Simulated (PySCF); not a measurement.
Species: C6H6F3N.
Structure used (GFN2-xTB), in Å, numbered top down from 1:
```
atom  x, y, z in Å
F1    -2.0738    0.7123   -1.3554
C2    -2.1541    0.4854   -0.0404
F3    -1.8614    1.6500    0.5685
F4    -3.4469    0.2383    0.2303
C5    -1.2504   -0.6450    0.4251
C6     0.1802   -0.3673    0.0978
C7     1.0187   -0.9858   -0.7935
C8     2.2644   -0.3335   -0.7175
C9     2.1438    0.6623    0.2118
N10    0.8798    0.6334    0.7056
H11   -1.4045   -0.7549    1.5028
H12   -1.5756   -1.5571   -0.0762
H13    0.7680   -1.8137   -1.4257
H14    3.1418   -0.5746   -1.2825
H15    2.8598    1.3810    0.5573
H16    0.5027    1.2781    1.3807
```

Probes without a nucleus sit at each ring's centroid and 1 Å off its mean plane on both sides; NICS is minus the shielding there, NICSzz its component along the normal. Level: GIAO PBE0/pcSseg-1 (PySCF, non-relativistic, gas phase) on the GFN2-xTB geometry, one conformer.

Ring bond lengths (Å), with Mayer bond orders in brackets: C6–C7 1.371 (1.49), C7–C8 1.408 (1.37), C8–C9 1.367 (1.53), C9–N10 1.357 (1.18), N10–C6 1.364 (1.11).

Problem. Give the NICS values of each ring in ppm.

Solution. 
```json
{"ring": "C6–C7–C8–C9–N10", "type": "5-membered ring with N; formal bonds all aromatic", "NICS(0)": "-13.7", "NICS(1), two faces": "-10.9 / -11.1", "NICS(1)zz, two faces": "-29.0 / -30.1", "rms pucker (Å)": "0.00", "centre to ring atoms, mean (Å)": "1.17"}
```

Problem. What can be read from them?

Solution. 
- C6–C7–C8–C9–N10: mean NICS(1)zz -29.6 ppm, shielded, aromatic by this magnetic criterion (flat ring, no four-coordinate atom).

Problem. What does the geometric index give? Use HOMA with the parameters of Krygowski (1993).

Solution. 
- C6–C7–C8–C9–N10: HOMA 0.92; the largest term is that of C8–C9, α(R − Ropt)² = 0.11. The geometric and the magnetic index point the same way.

Problem. At the second NICS(1) probe listed for ring C6–C7–C8–C9–N10, 1 Å off the ring, what do the in-plane components average?

Solution. The isotropic value is a third of the trace: (3 × -11.1 − (-30.1))/2 = -1.6 ppm.

Problem. Give the inner angles of the rings and the Hirshfeld charges of the ring atoms.

Solution. 
- C6–C7–C8–C9–N10: C6 107.9° (+0.010 e), C7 107.3° (-0.099 e), C8 107.2° (-0.100 e), C9 108.3° (-0.033 e), N10 109.3° (-0.067 e); sum 540.0° against 540° for a flat convex ring.

Problem. What are the shieldings of the ring atoms and their hydrogens in the same run (means over atoms taken as equivalent)?

Solution. 
```json
{"atoms": "C6", "environment": "substituted aromatic carbon", "σ isotropic (ppm)": "64.7"}
{"atoms": "C7", "environment": "aromatic CH carbon", "σ isotropic (ppm)": "70.7"}
{"atoms": "C8", "environment": "aromatic CH carbon", "σ isotropic (ppm)": "72.7"}
{"atoms": "C9", "environment": "aromatic CH next to a ring nitrogen", "σ isotropic (ppm)": "64.9"}
{"atoms": "N10", "environment": "pyrrole-type nitrogen", "σ isotropic (ppm)": "92.5"}
{"atoms": "H13", "environment": "aromatic hydrogen", "σ isotropic (ppm)": "25.29"}
{"atoms": "H14", "environment": "aromatic hydrogen", "σ isotropic (ppm)": "25.33"}
{"atoms": "H15", "environment": "aromatic hydrogen", "σ isotropic (ppm)": "24.94"}
{"atoms": "H16", "environment": "N–H hydrogen", "σ isotropic (ppm)": "23.82"}
```

The run took 39 s of wall time (grids of density and orbitals included) on one thread, Arm Neoverse V1 (aarch64), no GPU, shared host with 32 logical CPUs at a one-minute load of 9.5, and the process peaked at 0.87 GiB of memory. This is the whole shielding run at PBE0/pcSseg-1, SCF included.
